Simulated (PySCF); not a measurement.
A thermochemical cycle for KRb

MP2 in PySCF with def2-SVP on every atom (core potentials on Rb), for the lowest determinant that a PBE0 search found; no spin–orbit coupling. KRb, a singlet (closed shell), has De = 0.31 eV to neutral atoms, and KRb⁺, a doublet (σ ↑), has De = 0.70 eV to K + Rb⁺.

The adiabatic ionisation energy of KRb, between the minima, is 3.65 eV.

Question: Which ionisation energy of the Rb atom does this level give?

Answer: IE(Rb) = IE(molecule) + De(ion) − De(neutral) = 3.65 + 0.70 − 0.31 = 4.04 eV; the measured value is 4.177 eV (NIST ASD).

Correlated steps freeze 5 core orbitals. Weak bonds: KRb. Basis-set superposition, not corrected here, can be much of De in a small basis, most of all at correlated wavefunction levels. Spin–orbit coupling is left out. For an ion De counts to the pair picked by the measured ionisation energies or electron affinities, which need not be the lowest pair at this level. Where the molecule has an RHF reference, its open-shell atoms are computed with UHF. States were picked by a PBE0 search and need not be the measured ground states.
